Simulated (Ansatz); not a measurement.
Potential energy surface of H₂Ge, singlet: symmetric bend, bond length relaxed. Scanned: H-Ge-H angle. Other coordinates (Ge-H bond length) were minimised at B3LYP/def2-TZVP.

Calculation: full CI/cc-pVDZ, cores with 3d frozen run with Ansatz (an electronic-structure program).

Scanned values (°): 159.81, 148.69, 139.32, 128.30, 120.35, 112.34, 98.33, 88.31, 79.88, 72.23, 60.

### Question
At which scan points does the profile have its minima and maxima, and how high do they lie?

### Answer
Lower than their neighbours: 88.31° (0.0 kJ/mol). Higher than their neighbours: 159.81° (229.4 kJ/mol, end of the scan), 60° (62.1 kJ/mol, end of the scan). The whole profile spans 229.4 kJ/mol.

The scan ran from 180.0 to 60.0; beyond the range shown the relaxed coordinates jump or full CI changes its symmetry label.
